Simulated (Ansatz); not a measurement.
Reaction: H5SiPO (hydroxysilylphosphane, SMILES O[SiH2]P) → H4SiPO (SMILES O[SiH]P, doublet) + H (doublet) (the H-Si bond breaks)
Each species at its own B3LYP-D3(BJ)/def2-TZVP minimum (Ansatz, an electronic-structure program), one conformer.

Quantity: bond dissociation energy (electronic), in kJ/mol. Open shells are spin-unrestricted; no spin-orbit coupling. CBS(X,Y): correlation extrapolated as X^-3, Hartree-Fock from the larger set. A bracket is a step between two methods taken in the basis named. The functionals are non-relativistic, so their misses hold any scalar relativity. Double hybrids freeze cores in their MP2 part. 'core' is core correlation in cc-pwCVTZ (1s frozen past Ne), 'X2C' scalar relativity in cc-pVTZ-DK, both at CCSD(T). For partners of very few electrons the exact lower level stands in for a higher one.

CCSD(T)/CBS(cc-pV(T+d)Z,cc-pV(Q+d)Z) + [CCSDT(Q) - CCSD(T)]/cc-pV(D+d)Z + core + X2C (Ansatz) gives 401.7 kJ/mol.

Question: How far off this value is PBE/def2-TZVPD (Ansatz), in which direction, and which of these levels come nearer: B3LYP/def2-TZVPD, PBE0/def2-TZVPD, wB97M-V/def2-TZVPD, B2PLYP/def2-TZVPD, CCSD(T)/CBS(cc-pV(T+d)Z,cc-pV(Q+d)Z) + core + X2C?

Answer: PBE gives 368.1 kJ/mol, 33.6 kJ/mol below it. Differences of the others: B3LYP/def2-TZVPD (Ansatz) -15.2; PBE0/def2-TZVPD (Ansatz) -25.4; wB97M-V/def2-TZVPD (Ansatz) -2.0; B2PLYP/def2-TZVPD (Ansatz) -14.1; CCSD(T)/CBS(cc-pV(T+d)Z,cc-pV(Q+d)Z) + core + X2C (Ansatz) 0.5 kJ/mol. Nearer than PBE: B3LYP/def2-TZVPD, PBE0/def2-TZVPD, wB97M-V/def2-TZVPD, B2PLYP/def2-TZVPD, CCSD(T)/CBS(cc-pV(T+d)Z,cc-pV(Q+d)Z) + core + X2C.
